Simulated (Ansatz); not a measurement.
A nudged elastic band was laid between two geometries of C₂H₆FSi (10 atoms, charge 1, multiplicity 1).

The calculation used RKS PBE/6-31G* in Ansatz.

| Item | Value |
| --- | --- |
| movable images | 7 |
| climbing image | yes |
| spring | 5.0 eV/Å² |
| optimiser | quadratic models (default) |
| start path | through a guess of the saddle point |
| force threshold | 0.03 eV/Å |
| iteration limit | 34 |
| end points | relaxed |

First end point:

```xyz
10
Properties=species:S:1:pos:R:3
C -0.363 1.155 -0.810
C -0.211 -0.254 -0.480
F -0.614 -1.075 -1.400
Si 0.517 -1.030 1.156
H 0.003 1.828 -0.022
H -1.436 1.361 -1.031
H 0.147 1.365 -1.778
H 0.442 -2.504 1.008
H -0.372 -0.415 2.188
H 1.887 -0.431 1.169
```

Last end point:

```xyz
10
Properties=species:S:1:pos:R:3
C -0.309 1.129 -0.925
C -0.504 -0.144 -0.254
F -1.583 -0.787 -0.577
Si 0.619 -1.021 1.084
H -1.202 1.497 -1.454
H 0.512 0.963 -1.668
H 0.126 1.877 -0.232
H 0.649 -2.446 0.653
H -0.217 -0.783 2.302
H 1.910 -0.285 1.071
```

Problem. Which bonds break or form, and what moves?

Solution. No bond is made or broken. The dihedral H5–C1–C2–F3 goes from -179 to 13°.

Problem. Give the energies along the band, and the barrier.

Solution. The forces met the threshold. The highest image is number 3 of 0 to 8, 0.004 eV above the first end and 0.024 eV above the last; the last end lies 0.020 eV below the first. The top lies less than 8 meV above the higher end, about what the thresholds resolve: that end is a shoulder or a very shallow well. A vibrational analysis at the climbing image gives 2 clearly imaginary modes (104i, 67i cm⁻¹): a point of higher order, so a lower path passes nearby. Limits of this set-up: the dipole of an ion depends on the origin.

```
image  path coordinate (Å)  energy (eV)  dihedral H5–C1–C2–F3 (°)
    0                 0.00        0.000                      -179
    1                 0.54       -0.001                       167
    2                 1.09        0.001                       151
    3                 1.63        0.004                       129
    4                 2.20        0.001                       102
    5                 2.77        0.001                        76
    6                 3.34       -0.003                        52
    7                 3.91       -0.015                        31
    8                 4.48       -0.020                        13
```

Problem. What is the geometry of the highest image?

Solution. 
```xyz
10
Properties=species:S:1:pos:R:3
C -0.436 1.138 -0.844
C -0.336 -0.255 -0.442
F -0.939 -1.103 -1.215
Si 0.605 -1.013 1.102
H -0.777 1.748 0.020
H -1.066 1.298 -1.732
H 0.598 1.519 -1.020
H 0.363 -2.476 1.043
H -0.022 -0.284 2.243
H 2.009 -0.572 0.845
```

The band took 7 iterations and of the order of 4 core-minutes.

The run took 4.5 min on 1 CPU thread of a shared host.
